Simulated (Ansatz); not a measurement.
Saddle point of GeNH7O, singlet (GeH₄O ([OH][GeH3]) + NH₃ → GeNH₅ ([NH2][GeH3]) + H₂O; bonds formed: Ge1–N7, O2–H6; bonds broken: Ge1–O2, H6–N7), PBE0-D4/def2-TZVP structure:

```
10
angstrom
Ge -0.4292 0.3368 -0.7910
O 0.0458 1.0747 1.1897
H -0.5123 -0.6038 -2.0602
H -1.9108 0.4322 -0.3828
H 0.3345 1.5582 -1.3117
H 0.5497 -0.1869 1.0888
N 0.6973 -0.9575 0.2453
H -0.6988 1.2831 1.7562
H 0.2813 -1.8716 0.3667
H 1.6424 -1.0652 -0.1012
```

Energies are electronic, without zero-point energy. Barriers and step energies count from the start structure reached by relaxing down the imaginary mode; all methods use the PBE0-D4 structures, on which another method's saddle can fall below an end. Ansatz 0.2.0; basis: def2-TZVPP, with def2-QZVPP for the basis limit; cores frozen in the correlated methods. Filled d shells of the heavier atoms are correlated. The def2 sets are not built for correlating such inner shells, so the correlated values are less sure here. B3LYP uses VWN-RPA correlation. Extrapolation: Hartree–Fock as exp(−7.88 √X), correlation as X^−2.97.

```tsv
method	barrier (kJ/mol)	step energy (kJ/mol)
SPW92	74.0	6.6
PBE-D4	101.8	10.2
BLYP-D4	116.1	14.3
r2SCAN-D4	113.5	15.3
B97M-V	131.6	22.6
PBE0-D4	114.5	10.4
B3LYP-D4	124.9	14.3
r2SCAN0-D4	121.9	14.2
BHLYP-D4	?	16.6
CAM-B3LYP-D4	126.7	14.8
wB97X-V	?	15.9
wB97M-V	125.8	16.1
B2PLYP	?	14.3
PBE-QIDH	122.8	11.6
RPA on PBE	128.7	13.8
HF	179.1	21.1
MP2	124.3	12.1
CCSD	137.6	13.7
CCSD(T)	129.2	13.0
```

Q: Fill in the withheld barriers. (An estimate is asked for; the value comes from the calculation.)

A: The calculation gives: B2PLYP 128.3; BHLYP-D4 139.8; wB97X-V 127.8 kJ/mol. Each is the energy of the saddle less that of the start structure, by the same method.

For comparison, the barrier by CCSD(T) at an estimated basis limit (MP2 extrapolated from triple and quadruple zeta, plus CCSD(T) − MP2 in triple zeta) is 131.1 kJ/mol.

T1 diagnostic: at most 0.012.

Labels in which every atom is bracketed show which atoms are joined, not bond orders.

For scale, one of the runs: CCSD(T)/def2-TZVPP, 208 basis functions (an equivalent command: `ansatz run in.yaml --threads 4`). Hardware: 4 CPU threads, shared host. Wall time 78 s; peak host memory 2.9 GiB.
